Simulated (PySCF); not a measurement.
Electrostatic solvation of a mixed set.

Level: PBE0/pcSseg-1 in PySCF, non-relativistic, each on one gas-phase PBE0-D3(BJ)/def2-SVP geometry that isn't relaxed in the solvent. The solvent is an IEF-PCM continuum (van der Waals radii × 1.2). The model holds no explicit solvent molecules, cavitation or dispersion.

Question: Order them by E(solvent) − E(gas) in chloroform (ε = 4.711), most negative first (kcal/mol).
A. `[CH3:1][CH2:2][CH2:3][C@:4]([CH3:5])([O:6][CH3:7])[C:8]([NH2:9])=[O:10]` with C1–C2–C3–C4 -177°, C2–C3–C4–C5 176°, C3–C4–O6–C7 164°, C3–C4–C8–N9 100°, C4–C8–N9–H -5° and -174°
B. `[CH3:1][CH2:2][c:3]1[cH:4][c:5]([CH3:6])[cH:7][cH:8][c:9]1[CH:10]=[O:11]` with C1–C2–C3–C4 97°, C8–C9–C10–O11 -177°
C. `[Cl:1][CH:2]([Cl:3])[C:4]1=[CH:5][CH:6]=[CH:7][CH2:8]1` with Cl1–C2–C4–C5 -119°

Answer: A (-6.2), B (-3.9), C (-3.2).

```json
{"SMILES": "CCC[C@](C)(OC)C(N)=O", "charge": "0", "ΔE (kcal/mol)": "-6.2", "polarisation term (kcal/mol)": "-6.9", "HOMO shift (eV)": "-0.11", "dipole gas (D)": "2.95", "dipole solvent (D)": "3.59", "atoms": "25"}
{"SMILES": "CCc1cc(C)ccc1C=O", "charge": "0", "ΔE (kcal/mol)": "-3.9", "polarisation term (kcal/mol)": "-4.5", "HOMO shift (eV)": "+0.02", "dipole gas (D)": "3.55", "dipole solvent (D)": "4.41", "atoms": "23"}
{"SMILES": "ClC(Cl)C1=CC=CC1", "charge": "0", "ΔE (kcal/mol)": "-3.2", "polarisation term (kcal/mol)": "-3.4", "HOMO shift (eV)": "+0.10", "dipole gas (D)": "2.23", "dipole solvent (D)": "2.65", "atoms": "14"}
```

The polarisation term is half the interaction of the solute with the induced surface charges.
